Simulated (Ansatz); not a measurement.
Compare A (`C[CH]1[SiH2][GaH]1`) with its isomer B (`[SiH3][Ga]1[CH2][CH2]1`).

Computed with Ansatz on PBE0-D4/def2-TZVP structures; ΔE is electronic, products minus reactants. CCSD(T)/CBS adds triple-zeta CCSD(T) − MP2 to the extrapolated MP2 energy (def2 sets, frozen cores). Functionals use def2-TZVPP. B3LYP here is the variant with VWN-RPA as its local correlation; programs differ in this. For Ga outer-core shells are correlated without core-valence functions, which leaves a few kJ/mol of doubt a bond. Scalar relativity is left out up to krypton.

Task: Which is lower in electronic energy at CCSD(T)/CBS, and by how much? (Estimate.)

Result: Computed: B, by 35.8 kJ/mol.

Task: Give E(B) − E(A) in kJ/mol with MP2/def2-TZVPP, r2SCAN-D4, B3LYP, B3LYP-D4, CCSD(T)/def2-TZVPP, HF/def2-TZVPP, PBE-D4. (Best estimate.)

Result: The calculation gave: MP2/def2-TZVPP -21.0, r2SCAN-D4 -34.8, B3LYP -52.8, B3LYP-D4 -54.1, CCSD(T)/def2-TZVPP -29.5, HF/def2-TZVPP -20.2, PBE-D4 -46.9. None reverses the order clearly.

Largest T1 diagnostic: 0.016.

From PBE to PBE0 (25 % exact exchange), in def2-TZVPP and without D4, E(B) − E(A) moves by +15.8 kJ/mol.
